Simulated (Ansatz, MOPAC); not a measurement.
Molecule: CsCl, net charge 0, singlet state. SMILES: [Cl][Cs]

Atoms: Cs1, Cl2. Bonds: Cs1-Cl2.

Bond lengths (Å) and angles (degrees) optimised at PM3 with MOPAC; PM6 with MOPAC; MNDO with MOPAC; HF/6-31G* with LANL2DZ past Ar with Ansatz (a first-principles code); PBE/6-31G* with LANL2DZ past Ar with Ansatz; B3LYP/LANL2DZ with Ansatz, each started from the B3LYP-D3(BJ)/def2-TZVP structure (Ansatz) of the last column. A row stands for all coordinates that are equal there. 6-31G* holds six Cartesian d functions.

```tsv
coordinate	PM3	PM6	MNDO	HF/6-31G* with LANL2DZ past Ar	PBE/6-31G* with LANL2DZ past Ar	B3LYP/LANL2DZ	B3LYP-D3(BJ)/def2-TZVP
Cs1-Cl2	2.912	3.060	2.912	3.205	3.156	3.169	2.960
```

Mean signed difference of all 1 bond lengths from B3LYP-D3(BJ)/def2-TZVP: PM3 -0.047 Å, PM6 0.101 Å, MNDO -0.047 Å, HF/6-31G* with LANL2DZ past Ar 0.245 Å, PBE/6-31G* with LANL2DZ past Ar 0.196 Å, B3LYP/LANL2DZ 0.209 Å.
